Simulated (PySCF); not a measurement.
Adding and removing an electron: SbBr

r²SCAN; Sb def2-SVP with ECP28, Br def2-SVP; scalar-relativistic core potentials (PySCF 2.14). Neutral (UKS): triplet (π ↑↑), Re = 2.517 Å, ωe = 259 cm⁻¹, De = 2.80 eV, HOMO -5.59 eV, LUMO -3.45 eV.

SbBr⁺ (UKS): doublet (π ↑), Re = 2.413 Å, ωe = 307 cm⁻¹, De = 3.44 eV to Sb⁺ + Br. The energies at the minima are -2814.19579 hartree for SbBr and -2813.88168 for SbBr⁺.

Task: Work out the adiabatic ionisation energy, without and with harmonic zero-point energies (1 hartree = 27.2114 eV, 1 eV = 8065.5 cm⁻¹), and the change of the bond length.

Result: At r²SCAN: 0.31411 hartree = 8.547 eV between the minima; the zero-point term (307.0 − 259.0)/2 cm⁻¹ = +0.003 eV makes it 8.550 eV. Re changes by -10.4 pm against the neutral. The electron leaves a π orbital, and the shorter bond of the ion fits an antibonding orbital, or a change in how ionic the bond is.

These are scalar-relativistic numbers at best; spin–orbit coupling would shift them, the dissociation energy most. For an ion De counts to the pair picked by the measured ionisation energies or electron affinities, which need not be the lowest pair at this level. States were picked by a PBE0 search and need not be the measured ground states.
